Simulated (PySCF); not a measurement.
ZrCl3, SMILES [Cl][Zr+]([Cl])[Cl], charge +1, multiplicity 1.

Geometry optimised at PBE-D3(BJ)/def2-SVP. The spin state was assumed, not searched. The isomer is the one that the SMILES or the coordinates give; other isomers of the formula were not compared. The def2 effective core potentials stand for the cores of Zr; spin–orbit coupling is left out.

Level of theory: PySCF with PBE-D3(BJ)/def2-SVP.

Frequencies are harmonic and unscaled.

Modes within 1.5 cm⁻¹ of each other (mostly degenerate sets) share a row, with their intensities summed.

```json
[
 {"mode": "1", "ν (cm⁻¹)": "96", "IR (km/mol)": "9.8", "moving atoms (share of kinetic energy)": "Cl 62 %, Zr 38 %"},
 {"mode": "2–3", "ν (cm⁻¹)": "112", "IR (km/mol)": "2.0", "moving atoms (share of kinetic energy)": "Cl 88 %, Zr 12 %"},
 {"mode": "4", "ν (cm⁻¹)": "428", "IR (km/mol)": "8.1", "moving atoms (share of kinetic energy)": "Cl 84 %, Zr 16 %"},
 {"mode": "5–6", "ν (cm⁻¹)": "459", "IR (km/mol)": "166.0", "moving atoms (share of kinetic energy)": "Cl 65 %, Zr 35 %"}
]
```
